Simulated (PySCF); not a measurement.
B₂H₄, SMILES BB. The structure is a stationary point at B3LYP-D3(BJ)/def2-TZVP.

TDDFT-CAM-B3LYP/def2-TZVPD run with PySCF puts the lowest singlet excitations at 5.15, 5.15, 6.20, 6.32, 7.51, 7.91 eV.

What are the lowest excitation roots from ADC(2)/aug-cc-pVDZ run with PySCF 2.14.0? (The exact figures need the calculation; the answer reports its results.)

5.38, 5.38, 6.48, 6.62, 8.12, 8.49 eV. S1 differs by 0.24 eV (second minus first; roots are paired by order, and the bases may differ).
